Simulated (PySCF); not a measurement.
## Working out the ionisation energy of Bi²⁺

Bi²⁺ [Xe] 4f14 5d10 6s2 6p1 (2P) → Bi³⁺ [Xe] 4f14 5d10 6s2 (1S). All numbers are calculated (PySCF 2.14, a scalar-relativistic core potential, in cc-pVTZ-PP with ECP60MDF). Frozen: 5s2 5p6 5d10. Energies in hartree (1 hartree = 27.21139 eV):

```csv
part,Bi²⁺ (lower),Bi³⁺ (upper)
UHF,-212.728667,-211.882862
CCSD correlation,-0.036252,-0.027115
(T),-0.000355,0.000000
```

Q: What does Hartree-Fock give?

A: (-211.882862) − (-212.728667) = 0.845805 hartree = 23.016 eV.

Q: What do CCSD and CCSD(T) give?

A: The CCSD correlation energies differ by 0.009137 hartree = 0.249 eV and the triples by 0.000355 hartree = 0.010 eV, so CCSD gives 23.265 eV and CCSD(T) 23.275 eV.

Reference: 25.571 eV (measured; NIST Atomic Spectra Database, ionization energies), between the lowest levels; spin-orbit coupling is absent from the calculation.

What remains against the reference includes basis incompleteness, the frozen core and higher excitations.
